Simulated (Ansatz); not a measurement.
Computed with Ansatz on PBE0-D4/def2-TZVP structures; ΔE is electronic, products minus reactants. CCSD(T)/CBS is the MP2 limit (def2-TZVPP, def2-QZVPP) plus CCSD(T) − MP2 in def2-TZVPP, frozen cores. This one scheme is used for every species. Functionals use def2-TZVPP. Each species was taken in one conformer, which may not be the lowest.

Reaction (formal exchange of groups at a C–F bond): `F[CH2][AlH][O][SiH3]` + CH₄ → `C[CH2][AlH][O][SiH3]` + H–F

```tsv
level	ΔE (eV)
ωB97M-V	-0.51
B2PLYP	-0.48
PBE	-0.45
MP2/CBS(def2)	-0.74
```

Q: What does CCSD(T)/CBS give? (Best estimate.)

A: The calculation gave: -0.63 eV. The listed levels differ from it by 0.12, 0.15, 0.18, -0.11 eV.

Largest T1 diagnostic among the species: 0.012.

In def2-TZVPP, CCSD(T) changes the Hartree–Fock value by −0.22 eV (the triples alone add −0.02 eV) and MP2 by −0.33 eV. From PBE to PBE0 (25 % exact exchange), in def2-TZVPP and without D4, ΔE moves by −0.07 eV. The D4 term adds −0.08 eV with B3LYP and −0.04 eV with PBE0; it sums over pairs of atoms, weighted by their polarisabilities, and B3LYP, whose exchange is more repulsive, gets the larger term.

B3LYP here is the variant with VWN-RPA as its local correlation; programs differ in this.
